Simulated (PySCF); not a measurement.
Species: C₈H₁₂O₂.
Cartesian coordinates in Å at the PBE0-D3(BJ)/def2-SVP level; atoms count from 1:
```
atom  x, y, z in Å
C1     3.464    0.327   -0.010
O2     2.080    0.107   -0.207
C3     1.347   -0.059    0.903
O4     1.820   -0.025    2.009
C5    -0.115   -0.245    0.586
C6    -0.371   -1.346   -0.445
C7    -1.791   -1.344   -0.923
C8    -2.635   -0.326   -0.727
C9    -2.243    0.944   -0.035
C10   -0.732    1.077    0.110
H11    3.923   -0.516    0.528
H12    3.636    1.242    0.576
H13    3.907    0.426   -1.008
H14   -0.584   -0.525    1.542
H15    0.317   -1.219   -1.300
H16   -0.125   -2.330   -0.010
H17   -2.139   -2.236   -1.456
H18   -3.667   -0.409   -1.085
H19   -2.644    1.810   -0.589
H20   -2.728    0.986    0.958
H21   -0.483    1.888    0.813
H22   -0.283    1.342   -0.861
```

Level: PBE0/pcSseg-1 in PySCF, non-relativistic, on one gas-phase PBE0-D3(BJ)/def2-SVP geometry that isn't relaxed in the solvent. The solvent is an IEF-PCM continuum (Bondi radii, 1.10 Å for H, scaled by 1.2). The model holds no explicit solvent molecules, cavitation or dispersion.

Gas phase at PBE0/pcSseg-1: HOMO -7.07 eV, LUMO 0.27 eV, dipole 1.90 D.

Task: What does the continuum do to the energy, the frontier levels and the dipole at PBE0/pcSseg-1 in acetone?

Result: 
```json
{"solvent": "acetone", "ε": "20.49", "E(solvent) − E(gas) (kcal/mol)": "-5.49", "polarisation term (kcal/mol)": "-6.09", "distortion of the solute (kcal/mol)": "0.60", "HOMO (eV)": "-7.02", "LUMO (eV)": "0.19", "dipole (D)": "2.32"}
```

The first energy column is the sum of the next two and covers electrostatics alone.

Task: Which radius a makes the point-dipole formula ΔE = −[(ε − 1)/(2ε + 1)]·μ²/a³ give the value in acetone, with the gas-phase dipole?

Result: μ = 0.746 au and |ΔE| = 0.00874 Eh give a = 1.64 Å; the farthest nucleus lies 4.05 Å from the centroid of the nuclei, so such a sphere wouldn't even hold the nuclei. The formula assumes a rigid point dipole at the centre of a sphere.

Task: Give the dipole vector in the frame of the coordinates (D, pointing from negative to positive charge), gas and acetone.

Result: Gas (-0.02, 0.32, -1.87), solvent (-0.10, 0.42, -2.28). Its length changes by +23 % and its direction by 2°.

Task: Which Hirshfeld charges (PBE0/pcSseg-1) respond most in acetone (means over atoms taken as equivalent)?

Result: 
```tsv
atoms	environment	gas (e)	solvent (e)	change
O4	ester carbonyl oxygen	-0.264	-0.297	-0.033
C7	alkene CH carbon	-0.051	-0.056	-0.005
H16	methylene hydrogen	+0.043	+0.048	+0.005
H19	methylene hydrogen	+0.045	+0.050	+0.005
H11/H12/H13	methyl hydrogen	+0.049	+0.054	+0.005
C3	ester carbonyl carbon	+0.215	+0.220	+0.005
C8	alkene CH carbon	-0.052	-0.056	-0.004
H20	methylene hydrogen	+0.041	+0.045	+0.004
H21	methylene hydrogen	+0.041	+0.044	+0.003
H17	vinylic hydrogen	+0.044	+0.047	+0.003
H18	vinylic hydrogen	+0.043	+0.046	+0.003
O2	ester single-bonded oxygen	-0.090	-0.089	+0.001
```

Task: How do the nuclear quadrupole coupling constants eQVzz/h respond in acetone?

Result: 
| nucleus | Q (barn) | gas (MHz) | solvent (MHz) | η gas | η solvent |
| --- | --- | --- | --- | --- | --- |
| 17O at O2 | -0.0256 | -10.34 | -10.11 | 0.38 | 0.37 |
| 17O at O4 | -0.0256 | 10.00 | 9.74 | 0.22 | 0.14 |
